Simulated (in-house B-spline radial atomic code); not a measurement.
Configurations of neutral indium, with energies counted from [Kr] 4d10 5s2 5p1. All numbers are computed (scalar-relativistic (X2C) B3LYP, spin-polarised, spherical fractional occupations, exact exchange averaged over the configuration; Fermi nucleus of rms radius 4.6156 fm) with an all-electron radial atomic-structure program (B-spline basis), not measured. Shells without spins written out take the highest spin.

Occupations are held fixed; configurations that lie above the ionisation limit could autoionise.

| configuration | E - E(ref) (eV) | highest orbital | its <r> (bohr) |
| --- | --- | --- | --- |
| [Kr] 4d10 5s2 6s1 | 2.789 | 6s up | 7.673 |
| [Kr] 4d10 5s1 5p1 6d1 | 10.203 | 6d up | 16.46 |
| [Kr] 4d9 5s2 5p2 | 17.539 | 5p up | 3.237 |
| [Kr] 4d9 5s2 5p1 6s1 | 21.684 | 6s up | 7.1 |
| [Kr] 4d9 5s2 5p1 5f1 | 24.096 | 5f up | 28.22 |

Question: Order these further configurations by energy, lowest first.
A. [Kr] 4d10 5s2 6p1
B. [Kr] 4d10 4f1 5s1 5p1
C. [Kr] 4d10 5s2 5d1
D. [Ar] 3d10 4s2 4p5 4d10 5s2 5p2
E. [Kr] 4d10 5s1 5p1 6f1

Answer: A (3.6283 eV), C (3.9029 eV), B (10.423 eV), E (10.857 eV), D (79.583 eV).

Question: How far above the reference does [Kr] 4d9 4f1 5s2 5p1 lie?

Answer: 23.827 eV; its least bound orbital is 4f up with <r> = 16.97 bohr.
